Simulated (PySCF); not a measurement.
## Se³⁺ (selenium, charge +3): UHF calculation

Configuration: [Ar] 3d10 4s2 4p1, 2P determinant. All numbers are calculated (PySCF 2.14, the non-relativistic Hamiltonian (point nucleus), in def2-SVP (5s4p3d, 32 functions)).

```json
{
  "Total energy": "-2397.311178 hartree",
  "One-electron energy": "-3298.6308 hartree",
  "Hartree (Coulomb) energy": "985.9006 hartree",
  "Exchange energy": "-84.5809 hartree",
  "Kinetic energy": "2397.13001 hartree",
  "⟨S²⟩": "0.7578",
  "⟨L²⟩": "2.023",
  "Sum of ⟨r⟩": "17.77 bohr",
  "Sum of ⟨r²⟩": "19.07 bohr²",
  "Traceless quadrupole moment −½Σ⟨3z² − r²⟩ along its main axis": "-1.71 e·bohr²",
  "Density at the nucleus (Gaussians lack the cusp)": "25500 bohr⁻³",
  "Spin density at the nucleus": "0.126 bohr⁻³",
  "Langevin diamagnetic susceptibility": "-15.1 ×10⁻⁶ cm³/mol",
  "Time after the integrals": "0.11 s of wall time on 1 thread of Intel(R) Xeon(R) Platinum 8375C CPU @ 2.90GHz (shared host)"
}
```

```json
{"shell": "1s α", "electrons": "1", "mean orbital energy (eV)": "-12577.0", "spread (eV)": "0", "rms radius, mean of both spins (bohr)": "0.0521"}
{"shell": "1s β", "electrons": "1", "mean orbital energy (eV)": "-12576.9", "spread (eV)": "0", "rms radius, mean of both spins (bohr)": "0.0521"}
{"shell": "2s α", "electrons": "1", "mean orbital energy (eV)": "-1687.3", "spread (eV)": "0", "rms radius, mean of both spins (bohr)": "0.216"}
{"shell": "2s β", "electrons": "1", "mean orbital energy (eV)": "-1687.2", "spread (eV)": "0", "rms radius, mean of both spins (bohr)": "0.216"}
{"shell": "2p α", "electrons": "3", "mean orbital energy (eV)": "-1513.6", "spread (eV)": "0.090", "rms radius, mean of both spins (bohr)": "0.191"}
{"shell": "2p β", "electrons": "3", "mean orbital energy (eV)": "-1513.4", "spread (eV)": "0.256", "rms radius, mean of both spins (bohr)": "0.191"}
{"shell": "3s α", "electrons": "1", "mean orbital energy (eV)": "-279.64", "spread (eV)": "0", "rms radius, mean of both spins (bohr)": "0.623"}
{"shell": "3s β", "electrons": "1", "mean orbital energy (eV)": "-279.38", "spread (eV)": "0", "rms radius, mean of both spins (bohr)": "0.623"}
{"shell": "3p α", "electrons": "3", "mean orbital energy (eV)": "-217.83", "spread (eV)": "0.074", "rms radius, mean of both spins (bohr)": "0.640"}
{"shell": "3p β", "electrons": "3", "mean orbital energy (eV)": "-217.48", "spread (eV)": "0.830", "rms radius, mean of both spins (bohr)": "0.640"}
{"shell": "3d α", "electrons": "5", "mean orbital energy (eV)": "-108.63", "spread (eV)": "0.440", "rms radius, mean of both spins (bohr)": "0.689"}
{"shell": "3d β", "electrons": "5", "mean orbital energy (eV)": "-108.45", "spread (eV)": "0.788", "rms radius, mean of both spins (bohr)": "0.689"}
{"shell": "4s α", "electrons": "1", "mean orbital energy (eV)": "-54.654", "spread (eV)": "0", "rms radius, mean of both spins (bohr)": "1.81"}
{"shell": "4s β", "electrons": "1", "mean orbital energy (eV)": "-51.512", "spread (eV)": "0", "rms radius, mean of both spins (bohr)": "1.81"}
{"shell": "4p α", "electrons": "1", "mean orbital energy (eV)": "-42.160", "spread (eV)": "0", "rms radius, mean of both spins (bohr)": "2.05"}
```
